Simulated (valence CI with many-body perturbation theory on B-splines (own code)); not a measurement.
# E1 transitions of Gd33+

Calculated by relativistic CI+MBPT: three valence electrons over a frozen Dirac-Fock core [Ar] 3d10, a basis of 11 s, 11 p, 9 d, 7 f, 5 g, 2 h, 1 i functions for each j, with the one-electron correlation potential Σ1, the two-electron term Σ2, the three-electron term Σ3, Breit, model QED; selected CI, second order for the rest (own B-spline code, finite nucleus).

No measured spectrum was set against this ion. As an estimate, large intervals hold to a few tenths of a per cent, small ones and those within an open d or f shell to about a per cent.

Lines 151 to 200 of 273 in falling wavelength, among levels below 394.29 eV, chosen from the strongest by gf and those to the six lowest levels. Wavelengths and rates use the calculated energies. Electric multipoles are in the length gauge, E1 and E2 with the static RPA response of the core. Weak lines are less certain than strong ones. Lines between different terms over intervals too small for the method are left out, as are lines whose strength nearly cancels. Where a level lies close to another of its J and parity, the split of strength between their lines is uncertain. The highest levels of a list are the least certain.

Levels are named by their leading jj configuration (3d3/2^4 stands for four electrons in 3d with j = 3/2), which in mixed levels can hold well under half, so a name can repeat and another be missing. Letters in brackets count levels of one name in rising energy.

```csv
λ vac (Å),Upper,Lower,A (s⁻¹),S (a.u.) with core polarisation,S without
90.29,(4s 4p3/2 4d5/2) J=1/2,(4s^2 4d3/2) J=3/2,6.17e+10,4.48e-02,4.79e-02
90.19,(4s^2 4f7/2) J=7/2,(4s^2 4d5/2) J=5/2,4.81e+11,1.39e+00,1.48e+00
90.09,(4s 4p1/2 4f5/2) J=3/2,(4s 4p1/2 4d3/2) J=3/2 [b],3.35e+10,4.83e-02,5.12e-02
89.84,(4s 4p1/2 4f5/2) J=3/2,(4s 4p1/2 4d3/2) J=1/2,8.08e+10,1.16e-01,1.22e-01
89.75,(4s 4p1/2 4f7/2) J=5/2,(4s 4p1/2 4d5/2) J=5/2 [b],6.34e+10,1.36e-01,1.45e-01
89.72,(4s 4p1/2 4f5/2) J=5/2 [b],(4s 4p1/2 4d3/2) J=3/2 [b],1.24e+11,2.65e-01,2.81e-01
89.67,(4s 4p3/2 4d5/2) J=3/2 [b],(4s 4p3/2^2) J=1/2,1.52e+11,2.16e-01,2.31e-01
89.31,(4p1/2 4p3/2 4d5/2) J=7/2 [b],(4s 4p1/2 4d3/2) J=5/2,8.31e+10,2.34e-01,2.48e-01
88.95,(4p1/2 4p3/2^2) J=1/2,(4s 4p1/2 4p3/2) J=3/2 [a],5.46e+09,3.80e-03,4.06e-03
88.89,(4s 4p1/2 4f7/2) J=7/2 [a],(4p1/2 4p3/2^2) J=5/2,7.02e+10,1.95e-01,2.06e-01
88.52,(4s 4p1/2 4f5/2) J=5/2 [a],(4p1/2 4p3/2^2) J=3/2,3.93e+10,8.06e-02,8.56e-02
88.29,(4s 4p3/2 4d5/2) J=7/2 [a],(4s 4p3/2^2) J=5/2,3.06e+11,8.33e-01,8.87e-01
88.21,(4p1/2 4p3/2 4d5/2) J=5/2 [a],(4s 4p1/2 4d3/2) J=3/2 [a],1.77e+10,3.60e-02,3.83e-02
88.21,(4p1/2 4p3/2 4d5/2) J=5/2 [b],(4s 4p1/2 4d3/2) J=5/2,2.75e+10,5.59e-02,5.96e-02
88.17,(4s 4p3/2 4d5/2) J=5/2 [b],(4s^2 4d3/2) J=3/2,4.13e+11,8.38e-01,8.93e-01
88.06,(4s 4p3/2 4d5/2) J=7/2 [b],(4s 4p3/2^2) J=5/2,3.32e+10,8.96e-02,9.50e-02
87.77,(4s^2 4f5/2) J=5/2,(4s 4p3/2^2) J=3/2,3.80e+11,7.61e-01,8.10e-01
87.67,(4s 4p1/2 4d5/2) J=5/2 [b],(4s 4p1/2 4p3/2) J=5/2,1.44e+09,2.88e-03,3.12e-03
87.06,(4s 4p3/2 4d5/2) J=3/2 [b],(4s^2 4d3/2) J=3/2,4.45e+10,5.80e-02,6.19e-02
86.08,(4p1/2 4p3/2 4d5/2) J=5/2 [b],(4s 4p1/2 4d3/2) J=3/2 [a],4.96e+10,9.37e-02,9.96e-02
85.37,(4s 4p1/2 4d5/2) J=3/2,(4s 4p1/2 4p3/2) J=5/2,1.44e+07,1.77e-05,1.90e-05
84.41,(4s 4p1/2 4f7/2) J=7/2 [a],(4s 4p1/2 4d3/2) J=5/2,1.36e+11,3.24e-01,3.44e-01
83.88,(4s 4p1/2 4d5/2) J=5/2 [b],(4s 4p1/2 4p3/2) J=3/2 [a],8.96e+08,1.57e-03,1.67e-03
83.56,(4s 4p1/2 4f5/2) J=5/2 [a],(4s 4p1/2 4d3/2) J=3/2 [a],2.07e+11,3.58e-01,3.80e-01
82.35,(4s 4p1/2 4f5/2) J=5/2 [b],(4s 4p1/2 4d3/2) J=5/2,7.29e+10,1.21e-01,1.28e-01
82.02,(4s^2 4f5/2) J=5/2,(4s^2 4d3/2) J=3/2,1.14e+11,1.86e-01,1.98e-01
82.02,(4s 4p1/2 4f7/2) J=7/2 [b],(4s 4p1/2 4d3/2) J=5/2,4.48e+10,9.75e-02,1.04e-01
81.77,(4s 4p1/2 4d5/2) J=3/2,(4s 4p1/2 4p3/2) J=3/2 [a],1.99e+10,2.15e-02,2.30e-02
80.80,(4s 4p1/2 4f5/2) J=3/2,(4s 4p1/2 4d3/2) J=3/2 [a],9.22e+10,9.60e-02,1.02e-01
80.21,(4s 4p1/2 4d3/2) J=3/2 [a],(4s 4p1/2^2) J=1/2,1.57e+10,1.60e-02,1.72e-02
80.19,(4s 4p3/2 4d3/2) J=3/2 [a],(4s 4p1/2 4p3/2) J=3/2 [b],5.02e+09,5.11e-03,5.46e-03
79.92,(4s 4p3/2 4d3/2) J=5/2 [a],(4s 4p1/2 4p3/2) J=3/2 [b],3.47e+08,5.24e-04,5.67e-04
79.85,(4s 4p3/2 4d3/2) J=1/2 [a],(4s 4p1/2 4p3/2) J=3/2 [b],7.65e+09,3.84e-03,4.11e-03
78.02,(4p3/2^3) J=3/2,(4s 4p1/2 4p3/2) J=3/2 [b],9.73e+09,9.13e-03,9.78e-03
77.69,(4s 4p1/2 4f7/2) J=7/2 [c],(4s 4p1/2 4d3/2) J=5/2,3.84e+10,7.12e-02,7.58e-02
76.59,(4s 4p3/2 4d3/2) J=3/2 [b],(4s 4p1/2 4p3/2) J=1/2,2.46e+11,2.19e-01,2.34e-01
76.12,(4p1/2 4p3/2^2) J=3/2,(4s 4p1/2^2) J=1/2,6.79e+10,5.91e-02,6.33e-02
75.94,(4s 4p1/2 4f7/2) J=5/2,(4s 4p1/2 4d3/2) J=5/2,2.97e+10,3.85e-02,4.11e-02
75.55,(4s 4p3/2 4d3/2) J=3/2 [a],(4s 4p1/2 4p3/2) J=5/2,6.43e+10,5.47e-02,5.85e-02
75.31,(4s 4p3/2 4d3/2) J=5/2 [a],(4s 4p1/2 4p3/2) J=5/2,2.80e+11,3.54e-01,3.79e-01
75.18,(4s 4p3/2 4d3/2) J=3/2 [b],(4s 4p1/2 4p3/2) J=3/2 [b],1.66e+11,1.39e-01,1.49e-01
74.91,(4s 4p3/2 4d5/2) J=5/2 [a],(4s 4p1/2 4p3/2) J=3/2 [b],1.88e+09,2.34e-03,2.51e-03
74.67,(4s 4p3/2 4d3/2) J=7/2,(4s 4p1/2 4p3/2) J=5/2,3.91e+11,6.42e-01,6.86e-01
74.52,(4p1/2 4p3/2 4d3/2) J=5/2 [b],(4p1/2^2 4p3/2) J=3/2,4.08e+11,5.00e-01,5.34e-01
74.30,(4p1/2 4p3/2 4d3/2) J=3/2 [b],(4p1/2^2 4p3/2) J=3/2,3.33e+11,2.70e-01,2.88e-01
74.13,(4s^2 4d3/2) J=3/2,(4s^2 4p1/2) J=1/2,3.81e+11,3.06e-01,3.27e-01
73.63,(4p3/2^3) J=3/2,(4s 4p1/2 4p3/2) J=5/2,2.28e+10,1.79e-02,1.92e-02
73.61,(4s 4p3/2 4d3/2) J=5/2 [b],(4s 4p1/2 4p3/2) J=3/2 [b],3.62e+11,4.28e-01,4.57e-01
72.93,(4s 4p1/2 4d3/2) J=1/2,(4s 4p1/2^2) J=1/2,5.55e+11,2.12e-01,2.27e-01
72.92,(4p1/2 4p3/2 4d3/2) J=1/2 [b],(4p1/2^2 4p3/2) J=3/2,4.84e+11,1.85e-01,1.98e-01
```
